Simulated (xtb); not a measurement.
C₂H₂Cl (SMILES [CH]=CCl), doublet, from a rough starting geometry; GFN2-xTB (xtb).

Here is a job for xtb.
```
$ xtb mol.xyz --gfn 2 --uhf 1 --opt vtight --json

# file mol.xyz
5

C     -0.92326960    -0.08255751     0.03253945
C      0.24668429     0.33779220     0.14200958
Cl     1.65245140    -0.72296629    -0.36900094
H     -1.59579215    -0.91325887    -0.18783349
H      0.59280177     1.28641743     0.42097276
```

### Question
What does xtb print? Leave out banner, timings and long lists.

### Answer

```
   ID    Z sym.   atoms
    1    6 C      1, 2
    2   17 Cl     3
    3    1 H      4, 5

           -------------------------------------------------
          |                Calculation Setup                |
           -------------------------------------------------

           -------------------------------------------------
          |                 G F N 2 - x T B                 |
           -------------------------------------------------

          ...................................................
          :                      SETUP                      :
          :.................................................:
          :  # basis functions                  20          :
          :  # atomic orbitals                  19          :
          :  # shells                            9          :
          :  # electrons                        17          :
          :  max. iterations                   250          :
          :  Hamiltonian                  GFN2-xTB          :
          :  restarted?                      false          :
          :  GBSA solvation                  false          :
          :  PC potential                    false          :
          :  electronic temp.          300.0000000     K    :
          :  accuracy                    1.0000000          :
          :  -> integral cutoff          0.2500000E+02      :
          :  -> integral neglect         0.1000000E-07      :
          :  -> SCF convergence          0.1000000E-05 Eh   :
          :  -> wf. convergence          0.1000000E-03 e    :
          :  Broyden damping             0.4000000          :
          :  net charge                          0          :
          :  unpaired electrons                  1          :
          ...................................................

 iter      E             dE          RMSdq      gap      omega  full diag
   1     -9.8242849 -0.982428E+01  0.658E+00    4.30       0.0  T
   2     -9.8385913 -0.143064E-01  0.382E+00    4.01       1.0  T
   3     -9.8386534 -0.620575E-04  0.101E+00    4.00       1.0  T
   4     -9.8386325  0.209349E-04  0.301E-01    4.04       1.0  T
   5     -9.8389919 -0.359454E-03  0.143E-01    4.00       1.0  T
   6     -9.8390185 -0.266404E-04  0.621E-02    4.00       1.0  T
   7     -9.8390230 -0.446654E-05  0.396E-02    4.00       1.1  T
   8     -9.8390268 -0.378278E-05  0.185E-02    4.00       2.4  T
   9     -9.8390276 -0.852704E-06  0.490E-03    4.00       9.1  T
[...]
 * total energy  :    -9.7126202 Eh     change        0.1553606E-02 Eh
 * total energy  :    -9.7156096 Eh     change       -0.2989403E-02 Eh
 * total energy  :    -9.7160092 Eh     change       -0.3995606E-03 Eh
 * total energy  :    -9.7160877 Eh     change       -0.7849798E-04 Eh
 * total energy  :    -9.7161768 Eh     change       -0.8917063E-04 Eh
 * total energy  :    -9.7162071 Eh     change       -0.3022234E-04 Eh
 * total energy  :    -9.7162157 Eh     change       -0.8615508E-05 Eh
 * total energy  :    -9.7162313 Eh     change       -0.1558448E-04 Eh
 * total energy  :    -9.7162328 Eh     change       -0.1531495E-05 Eh
 * total energy  :    -9.7162331 Eh     change       -0.3316908E-06 Eh
 * total energy  :    -9.7162333 Eh     change       -0.1679508E-06 Eh
 * total energy  :    -9.7162334 Eh     change       -0.7941624E-07 Eh
   *** GEOMETRY OPTIMIZATION CONVERGED AFTER 13 ITERATIONS ***
         :: total energy              -9.716233381115 Eh    ::
[...]
        18                          0.3117267               8.4825
        19                          0.8220814              22.3700
      -------------------------------------------------------------
                  HL-Gap            0.1425228 Eh            3.8782 eV
             Fermi-level           -0.3421036 Eh           -9.3091 eV

     #   Z          covCN         q      C6AA      α(0)
     1   6 C        1.937    -0.080    33.286     9.317
     2   6 C        2.791     0.048    26.909     8.497
     3  17 Cl       0.914    -0.170   104.464    15.636
     4   1 H        0.927     0.101     1.772     2.082
     5   1 H        0.926     0.101     1.776     2.084

 Mol. C6AA /au·bohr⁶  :        568.111635
 Mol. C8AA /au·bohr⁸  :      18002.161072
 Mol. α(0) /au        :         37.616518

Wiberg/Mayer (AO) data.
largest (>0.10) Wiberg bond orders for each atom

 ---------------------------------------------------------------------------
     #   Z sym  total        # sym  WBO       # sym  WBO       # sym  WBO
 ---------------------------------------------------------------------------
     1   6 C    3.383 --     2 C    2.171     4 H    0.965     3 Cl   0.218
     2   6 C    3.928 --     1 C    2.171     5 H    0.935     3 Cl   0.814
     3  17 Cl   1.047 --     2 C    0.814     1 C    0.218
     4   1 H    0.989 --     1 C    0.965
     5   1 H    0.989 --     2 C    0.935
 ---------------------------------------------------------------------------

Topologies differ in total number of bonds
Writing topology from bond orders to xtbtopo.mol

molecular dipole:
                 x           y           z       tot (Debye)
 q only:       -0.560       0.343       0.164
   full:       -0.389       0.159       0.086       1.091
molecular quadrupole (traceless):
                xx          xy          yy          xz          yz          zz
 q only:       -1.183       2.256       1.044       0.879       0.161       0.140
  q+dip:       -0.186       3.581       1.493       1.154       0.796      -1.307
   full:       -0.684       2.190       1.395       0.746       0.649      -0.711

optimized geometry written to: xtbopt.xyz

           -------------------------------------------------
          | TOTAL ENERGY               -9.716233381115 Eh   |
          | GRADIENT NORM               0.000067567314 Eh/α |
          | HOMO-LUMO GAP               3.878242467702 eV   |
           -------------------------------------------------

normal termination of xtb
```
